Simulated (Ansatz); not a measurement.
One change: `CC[O][Ga]([CH3])[F]` becomes `C[O][Ga]([CH3])[F]`.

Ansatz, PBE0-D4/def2-TZVP geometries, multiplicity 1. Each molecule was computed in one conformer, which needn't be the lowest.

Scalar relativity is left out up to krypton.

```
                                          property  `CC[O][Ga]([CH3])[F]`
size of the dipole moment (ωB97M-V/def2-TZVPP) / D                   1.62
             LUMO energy (ωB97M-V/def2-TZVPP) / eV                   1.34
           HOMO–LUMO gap (ωB97M-V/def2-TZVPP) / eV                  11.70
              HOMO–LUMO gap (PBE0/def2-TZVPP) / eV                   7.64
               HOMO energy (B3LYP/def2-TZVPP) / eV                  -7.72
             HOMO energy (ωB97M-V/def2-TZVPP) / eV                 -10.36
```

(1) Give the same properties after the change, and the shifts. (An estimate is asked.)

## Answers

(1) Ansatz gave: 
```csv
property,`C[O][Ga]([CH3])[F]`,shift
size of the dipole moment (ωB97M-V/def2-TZVPP) / D,3.69,2.07
LUMO energy (ωB97M-V/def2-TZVPP) / eV,1.29,-0.05
HOMO–LUMO gap (ωB97M-V/def2-TZVPP) / eV,11.73,0.03
HOMO–LUMO gap (PBE0/def2-TZVPP) / eV,7.67,0.03
HOMO energy (B3LYP/def2-TZVPP) / eV,-7.79,-0.07
HOMO energy (ωB97M-V/def2-TZVPP) / eV,-10.44,-0.08
```

Dipoles are sizes alone; their direction can turn.

B3LYP here is the variant with VWN-RPA as its local correlation; programs differ in this.
